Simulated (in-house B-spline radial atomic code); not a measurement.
Settings and results of a run for La2+. Level of theory: Dirac-Kohn-Sham LDA VWN5, spherical fractional occupations, Fermi nucleus of rms radius 4.855 fm, inside a hard spherical wall at 7.69 bohr; calculated with a B-spline radial code for spherical atoms.

Command:
```bash
python run_scf.py task.json out
```
Settings (nuclear radius in fm, mass in u):
```
Z                57
configuration    [Xe] 5f1
hamiltonian      dirac
method           lda,vwn
spin_polarised   False
nucleus          fermi
rms_radius       4.855
atomic_mass      138.90636
speed_of_light   137.035999084
wall_radius      7.69
```

Output (hartree, bohr):
```
 radial grid: 64 intervals, B-splines of order 8, outer radius 7.69 bohr

 iter        energy (Eh)    residual
    1       -8481.441720    4.39e-01
    2       -8485.369110    3.84e-01
    3       -8489.538305    5.34e-02
    4       -8489.642878    1.19e-02
    5       -8489.646094    5.27e-03
    6       -8489.647002    1.34e-03
    7       -8489.647039    5.11e-05
    8       -8489.647039    3.43e-06
    9       -8489.647039    2.87e-07

 total energy                     -8489.64704
 kinetic                            9082.5126
 electron-nucleus                 -20627.3994
 Hartree                            3252.1604
 exchange-correlation               -196.9206

 first-order corrections (not in the total)
   Gaunt                             7.7728
   retardation                      -0.8103
   frequency dependence             -0.0845
   self-energy                       5.3226
   Uehling                          -0.7727
   Wichmann-Kroll                    0.0201

 orbital      occ     eigenvalue          <r>       <r^2>       <1/r>     <1/r^3>     <1/r^2>       r_max    small
 1s1/2      2.000     -1421.9014    0.0250889 0.000855096     61.9558           -      8498.5     0.01609  4.44e-02
 2s1/2      2.000      -226.8253     0.107065    0.013581     14.5762           -      1024.2     0.09118  9.60e-03
 2p1/2      2.000      -214.0666    0.0899411  0.00996758     14.5667           -     328.371     0.06951  9.65e-03
 2p3/2      4.000      -198.9043    0.0960396   0.0112338     13.2446     6676.22     239.047     0.07468  9.09e-03
 3s1/2      2.000       -48.9778     0.285246   0.0931033     5.24558           -      211.86      0.2609  2.92e-03
 3p1/2      2.000       -43.5845     0.274937   0.0878603     5.16218           -     68.0355      0.2474  2.86e-03
 3p3/2      4.000       -40.6308     0.287009    0.095519      4.8326     1333.94     50.0831      0.2587  2.71e-03
 3d3/2      4.000       -31.1430      0.25787   0.0785482     4.69841     217.902     27.7213      0.2081  2.59e-03
 3d5/2      6.000       -30.5103     0.261656   0.0807275     4.61459     198.863     26.5366      0.2113  2.55e-03
 4s1/2      2.000       -10.3623     0.654561    0.483754     2.17364           -     49.6931      0.6086  8.99e-04
 4p1/2      2.000        -8.3774     0.674786    0.518177     2.07059           -     15.4707      0.6189  8.34e-04
 4p3/2      4.000        -7.7443     0.702167    0.560783     1.96162     286.948     11.4772      0.6434  7.83e-04
 4d3/2      4.000        -4.4836     0.762424    0.674516     1.74252      38.579      5.5764      0.6674  6.42e-04
 4d5/2      6.000        -4.3737     0.772161    0.691691     1.71576     34.8886     5.33809      0.6755  6.28e-04
 5s1/2      2.000        -2.0285      1.54108     2.66363     0.86481           -      9.3071       1.402  2.06e-04
 5p1/2      2.000        -1.4768      1.71481     3.31749    0.769498           -     2.62399       1.529  1.68e-04
 5p3/2      4.000        -1.3785      1.78848     3.60782    0.732431     44.4081     1.96296       1.594  1.55e-04
 5f5/2      0.429        -0.1668       4.3232      20.361    0.289235    0.272387    0.168978       4.381  3.27e-05
 5f7/2      0.571        -0.1660       4.3274     20.4045    0.289537    0.272394    0.169734       4.389  3.30e-05
```

Run time, properties included: 0.8 s on 1 thread of Arm Neoverse V2, with other jobs on the host.

For the Dirac Hamiltonian the kinetic term is c α·p + (β - 1)c².
